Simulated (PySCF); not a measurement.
**How the method moves the HOMO and LUMO of `C[C@@H](F)[C@@H]1C=C1F`**

C₅H₆F₂.
Cartesian coordinates in Å at the PBE0-D3(BJ)/def2-SVP level; atoms count from 1:
```xyz
13
C5H6F2 angstrom
C     -1.3063    0.9522   -0.7817
C     -0.5739    0.3984    0.4179
F     -1.5072   -0.0369    1.3433
C      0.3327   -0.7602    0.0790
C      1.5312   -1.1185    0.9819
C      1.7682   -0.5866   -0.1683
F      2.6342   -0.1734   -1.0516
H     -0.5949    1.3627   -1.5135
H     -1.8914    0.1591   -1.2723
H     -1.9969    1.7510   -0.4757
H      0.0263    1.1895    0.9048
H     -0.2117   -1.5843   -0.4177
H      1.8047   -1.5609    1.9335
```

Basis pcSseg-1 throughout (PySCF), one geometry. Isolated species at its PBE0-D3(BJ)/def2-SVP geometry (one conformer only).

Task: How do the orbital energies, the gap and the dipole change with the method?

Result: 
```tsv
method	kind	HOMO (eV)	LUMO (eV)	gap (eV)	μ (D)	SCF cycles
BLYP	GGA	-6.09	-0.71	5.37	0.85	14
OPBE	GGA	-6.16	-0.67	5.49	0.88	15
PBE	GGA	-6.22	-0.84	5.38	0.86	15
KT3	GGA	-6.27	-0.76	5.51	0.84	15
KT2	GGA	-6.27	-0.84	5.43	0.82	16
LDA	LDA	-6.41	-1.15	5.27	0.85	14
BHandHLYP	global hybrid	-8.62	1.34	9.96	0.80	13
HF	Hartree–Fock	-10.24	4.16	14.40	0.79	12
```

The HOMO spans 4.15 eV, from BLYP down to HF, and the gap runs from 5.27 eV (LDA) to 14.40 eV (HF). Over the methods BLYP (0 %), OPBE (0 %), PBE (0 %), KT3 (0 %), KT2 (0 %), LDA (0 %), BHandHLYP (50 %), HF (100 %), a straight line through the gap against the share of exact exchange rises by 0.90 eV for each 10 % (correlation coefficient 1.000). The dipole ranges from 0.79 D (HF) to 0.88 D (OPBE). This basis has no diffuse functions.
